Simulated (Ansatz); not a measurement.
Computed with Ansatz on PBE0-D4/def2-TZVP structures; ΔE is electronic, products minus reactants. CBS: MP2 limit from def2 TZ/QZ plus the TZ coupled-cluster correction, frozen cores. For Ge outer-core shells are correlated without core-valence functions, which leaves a few kJ/mol of doubt a bond. Scalar relativity is left out up to krypton. Each species was taken in one conformer, which may not be the lowest.

Reaction (formal exchange of groups at a Ge–C bond): `[SiH3][CH2][GeH2][Cl]` + `FCOCF` → `F[CH2][GeH2][Cl]` + `FCOC[SiH3]`

| level | ΔE (kcal/mol) |
| --- | --- |
| CCSD(T)/def2-TZVPP | 22.7 |
| MP2/def2-QZVPP | 23.9 |

(1) What does CCSD(T)/CBS give? (Estimate.)

Largest T1 diagnostic among the species: 0.012.

## Answers

(1) Ansatz gave: +22.4 kcal/mol. The listed levels differ from it by 0.3, 1.5 kcal/mol.

From PBE to PBE0 (25 % exact exchange), in def2-TZVPP and without D4, ΔE moves by +1.9 kcal/mol.
